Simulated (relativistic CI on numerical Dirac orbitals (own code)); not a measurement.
# Hyperfine structure of Nb²⁹⁺, mass number 93

Method of calculation: Dirac-Coulomb-Breit CI, orbitals from a KLI potential per configuration, model QED, unscaled Slater integrals (own radial code, finite nucleus).

CI space (outside the closed core [Ne]): 3s2, 3s 3p, 3p2, 3s 3d, 3d2, 3p 3d, 3p 4s, 3d 4s, 3s 4s, 3s 4p, 3s 4d, 3s 4f, 3s 5s, 3s 5p, 3s 5d, 4s2. Levels of other configurations are missing.

Nuclear spin I = 9/2, μ = 6.163 μN, Q = -0.32 b (tables of Stone and Pyykkö). The electronic factors are computed for point nuclear moments, without core polarisation or the Bohr-Weisskopf and QED corrections.

| Level | E (cm⁻¹) | A (GHz) | B (GHz) |
| --- | --- | --- | --- |
| 3s 3p 3P°_1 | 505016 | 406 | 6.73 |
| 3s 3p 3P°_2 | 657277 | 209.6 | -16.9 |
| 3s 3p 1P°_1 | 824437 | -68.1 | -14.9 |
| 3p2 1D_2 | 1269935 | 78.34 | -16 |
| 3p2 3P_1 | 1276813 | -7.828 | -8.43 |
| 3p2 3P_2 | 1441385 | 48.91 | 6.96 |
| 3s 3d 3D_1 | 1480701 | -157.3 | -1.39 |
| 3s 3d 3D_2 | 1495499 | 73.04 | -2.24 |

Levels with J = 0, under 50 % of one LS term, or S terms without an open s electron are left out. Small factors come from cancelling terms and can be off by tens of per cent or more.

At this charge energies of transitions that change n are usually good to better than 1 %, and those within a shell (Δn = 0) to a few per cent.

Task: Give the hyperfine levels of 3s 3p 3P°_1 relative to its centre of gravity.

Result: With K = F(F + 1) − I(I + 1) − J(J + 1), E = AK/2 + B[¾K(K + 1) − I(I + 1)J(J + 1)]/[2I(2I − 1)J(2J − 1)]: F = 7/2: -2230, F = 9/2: -410.5, F = 11/2: 1829 GHz.

LS names give the leading component of a level, which can be under half, so a name can repeat, a term be missing and a line seem to break the LS rules.
